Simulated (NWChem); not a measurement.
System: Sb anion, triplet

NWChem input:

```
start job
memory heap 200 mb stack 900 mb global 1100 mb
charge -1
geometry units angstroms noautoz
  Sb     0.000000     0.000000     0.000000
end
basis spherical
  Sb library def2-svpd
end
ecp
  Sb library def2-ecp
end
dft
  odft
  mult 3
  xc xpbe96 cpbe96
  iterations 150
  mulliken
end
task dft energy
```

The open p shell is one determinant without spherical averaging. No stability test was run on the SCF state. The highest occupied level is positive, so the extra electron may be held by the finite basis. def2 effective core potentials on Sb; no spin-orbit coupling.

### Question
Give the results of this calculation. (PBE/def2-SVPD with def2 effective core potentials on Sb, spin-unrestricted.) Quantities: energy (Ha); highest occupied level (eV); lowest empty minus highest occupied level, either spin (eV); <S²>.

### Answer
```
Item                                                           Value
-----------------------------------------------------------  -------
energy (Ha)                                                  -240.22
highest occupied level (eV)                                     2.68
lowest empty minus highest occupied level, either spin (eV)     0.10
<S²>                                                            2.00
```
